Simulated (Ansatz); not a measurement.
Reactions of C₃H₈Si₂ (`C#C[SiH2][SiH2]C`).

Isolated molecules relaxed with PBE0-D4/def2-TZVP in Ansatz; ΔE leaves out vibrations. CBS: MP2 limit from def2 TZ/QZ plus the TZ coupled-cluster correction, frozen cores. This one scheme is used for every species. For Ge outer-core shells are correlated without core-valence functions, which leaves a few kJ/mol of doubt a bond. Scalar relativity is left out up to krypton. One conformer a species, not always the lowest.

```tsv
reaction	MP2/CBS(def2) (kJ/mol)	CCSD(T)/CBS(def2) (kJ/mol)
`C#C[SiH2][SiH2]C` + H₂S → `C[SiH2][SiH2]S` + acetylene	-21	-20
`C#C[SiH2][SiH2]C` + `[CH3][AlH][SH]` → `C[SiH2][CH2][AlH][SH]` + `C#C[SiH3]`	-17	-12
`C#C[SiH2][SiH2]C` + `[OH][GeH3]` → `C[SiH2][O][GeH3]` + `C#C[SiH3]`	-114	-109
`C#C[SiH2][SiH2]C` + `C[SiH2]Cl` → `C[SiH2]C[SiH2]Cl` + `C#C[SiH3]`	-10	-5
`C#C[SiH2][SiH2]C` + `[AlH2][SiH3]` → `C#C[SiH2][AlH][SiH3]` + `C[SiH3]`	-26	-22
`C#C[SiH2][SiH2]C` + `OCO` → `C[SiH2]OCO` + `C#C[SiH3]`	-95	-89
`C#C[SiH2][SiH2]C` + HCl → `C[SiH2]Cl` + `C#C[SiH3]`	-109	-100
```

Largest T1 diagnostic: 0.015, for `C#C[SiH2][AlH][SiH3]`.
